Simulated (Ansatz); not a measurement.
`O[Si](O)(F)N[SiH2]Cl` and `O[Si](O)(F)O[SiH3]` differ in one atom or group.

Ansatz, PBE0-D4/def2-TZVP geometries, multiplicity 1. Each molecule was computed in one conformer, which needn't be the lowest.

```
                                        property  `O[Si](O)(F)N[SiH2]Cl`
            HOMO–LUMO gap (PBE0/def2-TZVPP) / eV                    8.62
  size of the dipole moment (PBE/def2-TZVPP) / D                    1.82
size of the dipole moment (B3LYP/def2-TZVPP) / D                    1.80
           HOMO–LUMO gap (B3LYP/def2-TZVPP) / eV                    8.04
             HOMO energy (B3LYP/def2-TZVPP) / eV                   -8.15
              LUMO energy (PBE0/def2-TZVPP) / eV                    0.20
```

Problem. What does the change do to each property? (Best estimate.)

Solution. Computed: 
```tsv
property	`O[Si](O)(F)O[SiH3]`	shift
HOMO–LUMO gap (PBE0/def2-TZVPP) / eV	9.04	0.42
size of the dipole moment (PBE/def2-TZVPP) / D	1.27	-0.55
size of the dipole moment (B3LYP/def2-TZVPP) / D	1.26	-0.54
HOMO–LUMO gap (B3LYP/def2-TZVPP) / eV	8.53	0.49
HOMO energy (B3LYP/def2-TZVPP) / eV	-8.81	-0.66
LUMO energy (PBE0/def2-TZVPP) / eV	0.00	-0.20
```

With PBE0 the HOMO falls by 0.61 eV and the LUMO falls by 0.20 eV, so the gap widens by about 0.41 eV. PBE moves the HOMO by -0.55 eV and ωB97M-V by -0.61 eV. Dipoles are sizes alone; their direction can turn.

B3LYP here is the variant with VWN-RPA as its local correlation; programs differ in this.
